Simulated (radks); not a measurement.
Question: These are the eigenvalues of the occupied orbitals of an atom or ion with whole-number occupations (eV). Method: scalar-relativistic Kohn-Sham, PBEsol, spin-polarised, spherical densities, finite nucleus; Fermi nuclear charge, rms radius of each element as measured or else 0.836 A^(1/3) + 0.57 fm; computed with a radial shooting solver on a logarithmic mesh with Libxc functionals.

orbital  eigenvalue
1s up     -91726.17
1s down   -91725.86
2s up     -19356.08
2s down   -19340.88
2p up     -17134.30
2p down   -17121.77
3s up     -7093.478
3s down   -7076.146
3p up     -6448.528
3p down   -6431.289
3d up     -5850.041
3d down   -5828.504

Which element is it, and in what charge state? The configuration may be excited. Open shells, if any, are filled with parallel spins first.

Answer: Z = 82, lead, charge +57: Pb57+ in [Ar] 3d7. The list shows which subshells hold electrons but not how many an open one holds; the 1s level, -3370.9 hartree, gives Z - s = 82.1 by -(Z - s)^2/2, which with screening and relativity narrows Z to a few neighbours, and the depths of the outer levels then fix element, charge and occupations together.
